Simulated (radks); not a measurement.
Question: The bismuth ion Bi53+, [Ar] 3d10 4s2. Method: non-relativistic Kohn-Sham, LDA (Slater exchange, Perdew-Wang correlation), spin-polarised, spherical densities, point nucleus; computed with a radial shooting solver on a logarithmic mesh with Libxc functionals. Every spin shell is full or empty, so the densities are truly spherical. Functionals are evaluated on that one density, not self-consistently. Rank these exchange functionals by their error against the exact value of the orbitals, and give that value: LDA, PW91, OPTX, WC, EV93, TPSS, SCAN, MS2, Tao-Mo, TASK, MVS.

Answer: Exact: -255.440 hartree. From best to worst, with 100 (|E| - |E exact|)/|E exact| (equal figures are ties): SCAN +0.05, PW91 -0.10, MVS -0.12, EV93 -0.13, TPSS -0.41, MS2 -0.71, Tao-Mo -0.93, WC -1.00, OPTX +1.26, TASK -2.23, LDA -5.12.
